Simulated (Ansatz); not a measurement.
GeH6OSSi, SMILES `O[SiH](S)[GeH3]`. Charge 0, multiplicity 1. Correlated methods include outer-core shells of Ge, which these sets cover unevenly. Scalar relativity is left out up to krypton.

```xyz
10

O    -1.364    1.539    0.064
Si    0.172    0.948   -0.045
S     0.860    1.155   -2.045
Ge    0.252   -1.333    0.640
H    -1.885    1.275    0.824
H     1.133    1.775    0.733
H     0.045    0.208   -2.541
H    -0.416   -2.222   -0.425
H    -0.500   -1.547    1.969
H     1.704   -1.797    0.826
```

Task: Give the diagnostics of a CCSD(T)/def2-TZVPP run (frozen core, Ansatz). (An estimate is asked.)

Result: Computed: T1 = 0.0122, largest single amplitude 0.016, largest double 0.017, (T) share of the correlation energy 3.7 %, 9 CCSD cycles. The RHF solution is stable towards an unrestricted one. T1 lies under the customary mark of 0.02 for closed shells.
